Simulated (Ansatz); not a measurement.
Ideal-gas functions of CH$_{2}$O$_{2}$Se, SMILES `O=C(O)[SeH]` at 500 K and 1 bar, from an Ansatz frequency run at PBE0-D4/def2-TZVP.

Molar mass 124.98 g/mol, point group Cs (symmetry number 1), electronic degeneracy 1, moments of inertia 43.567, 164.643, 208.21 u Å². Harmonic wavenumbers (cm⁻¹, unscaled): 288, 306, 384, 519, 685, 693, 810, 1143, 1329, 1842, 2468, 3765.

Use S(trans) = R[1.5 ln M + 2.5 ln T − 1.1517]; rotational temperatures θ = 24.2544 K / I; S(rot) = R[ln(√π/σ · √(T³/θAθBθC)) + 1.5]; for each mode x = 1.438777 ν̃/T, S = R[x/(eˣ − 1) − ln(1 − e⁻ˣ)] and H = RT x/(eˣ − 1); 1 cm⁻¹ = 0.0119627 kJ/mol; R = 8.31446 J/(mol·K).

By hand: the entropy, in J/(mol·K).

Translation 179.8. Rotation: θ = 0.5567, 0.1473, 0.1165 K, giving 114.1. Vibration, mode by mode: 10.11, 9.64, 7.89, 5.71, 3.90, 3.83, 2.94, 1.38, 0.89, 0.26, 0.06, 0.00, in all 46.6. Electronic 0.0. Sum 340.5 J/(mol·K).

By hand: H − E and G − E in kJ/mol, counted from the electronic energy.

Zero-point energy ½ × 14232 × 0.0119627 = 85.1; thermal vibration 14.0; translation, rotation and pV give 4 RT = 16.6. H − E = 115.7 kJ/mol, and G − E = 115.7 − 500 × 340.5/1000 = -54.6 kJ/mol.

Vibration gives 14 % of the entropy. The sum counts one conformer and one mirror image; others add a mixing term.
